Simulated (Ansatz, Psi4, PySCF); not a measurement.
CH$_{2}$Cl$_{6}$Si$_{2}$, charge -1, doublet, geometry from GFN2-xTB (a state made from the parent by changing its charge; the spin is typed, not shown lowest). Base run: MP2/STO-3G (PySCF).

PySCF was given this input:
```python
from pyscf import gto, scf, mp

mol = gto.M(
    atom='''
Cl    3.087990   -0.396772   -1.265694
Si    1.473981    0.293217   -0.194612
Cl    2.179332    0.667664    1.668849
Cl    0.976619    2.069056   -1.021812
C     0.105443   -0.995103   -0.215735
Si   -1.635604   -0.253433    0.203303
Cl   -2.051876    0.257377   -1.987281
Cl   -1.203103   -0.203777    2.439484
Cl   -2.916123   -1.884244    0.276264
H     0.336163   -1.781037    0.505877
H     0.055626   -1.463471   -1.199885
''',
    basis='sto-3g',
    charge=-1,
    spin=1,
    verbose=4,
)

mf = scf.UHF(mol)
mf.kernel()

pt = mp.MP2(mf)
pt.kernel()
print('E(MP2) = %.10f' % pt.e_tot)
```

The same geometry, method and basis name were run in Ansatz (a quantum-chemistry and plane-wave program) and Psi4 and PySCF, at each program's defaults and at the settings that a row names. The base is PySCF at its defaults. Differences at the defaults can come from grids, fitting, cores and function types together.

```
code and settings                                                                                     ΔE vs base (mEh)  basis functions       E (Eh)  SCF cycles
----------------------------------------------------------------------------------------------------  ----------------  ---------------  -----------  ----------
PySCF, defaults (exact integrals, spherical functions, all electrons correlated)                                 0.000               79  -3337.69036          12
Psi4, defaults (density fitting with its default set, spherical functions, all electrons correlated)            -1.964               79  -3337.69233          13
Ansatz, defaults (factorised integrals, spherical functions, frozen core)                                        8.365               79  -3337.68200           -
PySCF, frozen core                                                                                               8.339               79  -3337.68202          12
Psi4, exact integrals, spherical functions, frozen core                                                          8.339               79  -3337.68202          13
Ansatz, high accuracy, frozen core                                                                               8.339               79  -3337.68202           -
```

Open shells are given as the SCF converged; they aren't shown to be the lowest states, and a large step between rows can be another state.
